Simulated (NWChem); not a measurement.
# HNP (+1)

```xyz
3

N      0.0000     0.0000     1.0969
P      0.0000     0.0000    -0.3898
H      0.0000     0.0000    -1.8314
```
Charge +1, spin multiplicity 1.

The numbers come from NWChem runs, not from measurements. Structure: optimised with PBE0/def2-SVP, a minimum by its harmonic frequencies.

Symmetry labels belong to the abelian group C2v used in the runs, with the axes of the coordinates shown; states degenerate in a higher group split over its labels.

The structure started from a generated list of species.

Question: List the lowest 3 singlet excitations that CIS/def2-SVPD gives, with oscillator strengths.

Answer: 
```csv
state,symmetry,energy (eV),wavelength (nm),f
1,a2,3.87,320,0.000
2,a1,4.33,287,0.000
3,a2,4.33,287,0.000
```
